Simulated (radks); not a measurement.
Values are calculated unless marked as measured or tabulated.
Task: These are the eigenvalues of the occupied orbitals of an atom or ion with whole-number occupations (eV). Level of theory: scalar-relativistic Kohn-Sham, PBE, spin-polarised, spherical densities, point nucleus (a radial shooting solver on a logarithmic mesh with Libxc functionals).

orbital  eigenvalue
1s up     -35387.58
1s down   -35351.90
2s up     -8135.368
2s down   -8074.152
2p up     -7730.048

Which element is it, and in what charge state? The configuration may be excited. Open shells, if any, are filled with parallel spins first.

Result: Z = 52, tellurium, charge +45: Te45+ in [He] 2s2 2p3. The list shows which subshells hold electrons but not how many an open one holds; the 1s level, -1300.5 hartree, gives Z - s = 51.0 by -(Z - s)^2/2, which with screening and relativity narrows Z to a few neighbours, and the depths of the outer levels then fix element, charge and occupations together.
